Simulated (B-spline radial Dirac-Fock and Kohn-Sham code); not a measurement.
Bi 3d3/2: cross section and angular parameters

System: neutral bismuth in the configuration 1s2 2s2 2p6 3s2 3p6 3d10 4s2 4p6 4d10 4f14 5s2 5p6 5d10 6s2 6p3; threshold 2688.0 eV (tabulated edge). Model: Dirac-Hartree-Slater photoionisation with a Latter tail; cross sections with all multipoles, angular parameters from the dipole term and its interference with E2. Program: an atomic code on a B-spline grid.

The run's input, task.json:

```json
{"items": [{
  "Z": 83,
  "q": 0,
  "cfg": [[1, 0, 2], [2, 0, 2], [2, 1, 6], [3, 0, 2], [3, 1, 6], [3, 2, 10], [4, 0, 2], [4, 1, 6], [4, 2, 10], [4, 3, 14], [5, 0, 2], [5, 1, 6], [5, 2, 10], [6, 0, 2], [6, 1, 3]],
  "A": 209,
  "rrms": 5.5211,
  "do": "xps",
  "hv": [54.1, 60, 80, 84.9, 102.0, 107.0, 150, 380.0, 417.0, 427.0, 451.0, 600.0, 717.0, 800, 892.0, 1000, 1050.0, 1720.0, 1910.0, 2190.0, 2260.0, 2984.4, 4460.0, 5040.0, 5414.7, 5820.0, 6400.0, 9440.0, 13200.0, 15000],
  "edges": {"K": 90526.0, "L1": 16388.0, "L2": 15711.0, "L3": 13419.0, "M1": 3999.0, "M2": 3696.0, "M3": 3177.0, "M4": 2688.0, "M5": 2580.0, "N1": 939.0, "N2": 805.2, "N3": 678.8, "N4": 464.0, "N5": 440.1, "N6": 162.3, "N7": 157.0, "O1": 159.3, "O2": 119.0, "O3": 92.6}
}]}
```

Launch: `python xray2_run.py task.json out`

For linearly polarised light dσ/dΩ = σ/(4π) [1 + β P₂(cos θ) + (δ + γ cos²θ) sin θ cos φ], with θ from the polarisation vector and φ the angle between the beam and the projection of the electron momentum on the plane normal to the polarisation.

```
hν (eV)  σ (kb)      β       γ       δ
 2984.4     215  0.473  -0.173  -0.028
   4460       ?      ?       ?       ?
   5040    51.4  1.206   0.087   0.074
 5414.7    41.6  1.238   0.193   0.084
   5820    33.6  1.263   0.305   0.093
   6400    25.2  1.285   0.459   0.104
   9440    7.42  1.288   1.129   0.150
  13200    2.45  1.219   1.717   0.201
  15000    1.58  1.181   1.935   0.226
```

Problem. Give the values at 4460 eV.

Solution. σ = 73.0 kb, β = 1.129, γ = -0.074, δ = 0.055.

Values without a named source are computed, but for edge energies of neutral atoms, which are taken from tables.
